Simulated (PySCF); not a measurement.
Harmonic spectrum computed at B3LYP in the def2-SVP basis family (core potentials from Rb on, PySCF, no spin–orbit coupling):

```tsv
ω (cm⁻¹)	IR (km/mol, summed over degenerate members)	degeneracy
97	0.0	2
108	11.6	3
372	0.0	1
425	311	3
```

Task: Which molecule gave it? In each, all ligands are bound to the one heavy central atom.
A. ICl₄ (doublet)
B. HfCl₄ (singlet)
C. SiCl₄ (singlet)
D. ZrCl₄ (singlet)

Result: D. It has Td symmetry with Zr–Cl 2.339 Å (×4).
